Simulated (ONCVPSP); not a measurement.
**Potentials for Ta (Z = 73) compared**

Generated with ld1.x 7.5 (TM, RRKJ, ultrasoft, PAW), atompaw 4.2 or ONCVPSP 4.0.1. The cutoff is in Ry: for ld1.x and atompaw files where the sum of valence levels is converged to 10 mRy in a Bessel basis, for ONCV files where the hardest occupied wave has 1 mHa per electron of residual kinetic energy. The error is the largest all-electron minus pseudo excitation energy over each file’s own four to seven test configurations (ionisations up to +4, promotions, holes and added fractions of an electron), all of which were solved. The labels leave out finer settings (local radius, basis sizes, second energies), which also bear on the numbers. Spin-polarised tests are not counted. The rows are a selection from randomly drawn settings: files with unsolved tests, undetermined cutoffs or missed reference levels are left out.

A true bound ghost makes a file unfit for plane-wave use even where its test errors are small: the radial tests pick states by their node count and pass the ghost by.

```csv
potential,cutoff (Ry),largest error (meV),bound ghosts
"ONCV, PBE, scalar-relativistic, rc 1.90/1.80/2.40 (spd), local smoothed, core correction yes, reference 5s2 5p6 5d3 6s1.75 6p0.25, qcut 5.3/9.6/6.9, projectors 2/2/2",48,-18,none
"ONCV, PBE, scalar-relativistic, rc 1.60/1.80/2.10 (spd), local smoothed, core correction no, reference 5s2 5p6 5d3 6s2, qcut 7.5/8.2/5.4, projectors 2/3/2",41,+8.0,none
"ONCV, PW91, fully relativistic, rc 1.90/1.25/2.05 (spd), local smoothed, core correction yes, reference 5s2 5p6 5d3 6s2, qcut 7/7.7/5, projectors 2/2/2",59,+6.3,d5/2
"ONCV, PBE, non-relativistic, rc 2.10/1.75/1.85/2.20 (spdf), local smoothed, core correction yes, reference 5s2 5p6 5d3 6s1.75 6p0.25, qcut 5.2/9.6/4.6/4.7, projectors 3/3/1/1",52,-2.2,none
"ONCV, PBE, scalar-relativistic, rc 1.70/1.80/2.25/0.60 (spdf), local smoothed, core correction yes, reference 4f14 5s2 5p6 5d3 6s1.75, qcut 8.3/9.3/7.7/30.8, projectors 2/2/2/2",738,-9.6,"s, p, d, f"
"ONCV, PBEsol, scalar-relativistic, rc 1.85/1.50/1.50 (spd), local d, core correction no, reference 5s2 5p6 5d3 6s2, qcut 6.7/5.8/6.1, projectors 2/2/0",49,-9.8,none
```

Problem. Fill in the row for Ta: ONCV, PBE, scalar-relativistic, rc 1.80/2.15/1.95/1.70 (spdf), local smoothed, core correction yes, reference 5s2 5p6 5d2, qcut 8/7.2/5.3/6.1, projectors 3/1/1/3.

Solution. cutoff 40 Ry, largest error +65 meV, bound ghosts: f.
